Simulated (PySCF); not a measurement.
A structure optimised at PBE-D3(BJ)/def2-SVP, used in a PySCF frequency run:

```
C
H 1 1.1111
H 1 1.1118 2 106.85
C 1 1.4572 2 110.57 3 -120.89
C 4 1.2216 2 150.56 1 177.65
H 5 1.0809 2 161.47 1 179.40
C 1 1.5297 2 107.63 3 114.49
F 7 1.3631 1 110.21 2 -173.07
F 7 1.3680 8 108.12 1 -118.71
H 7 1.1144 8 108.35 9 -117.50
```

**Question.** Write its SMILES and formula.

**Answer.** C#CCC(F)F, C4H4F2

**Question.** What are its rotational constants (standard atomic weights)?

**Answer.** 8.5903, 2.0620, 1.7561 GHz
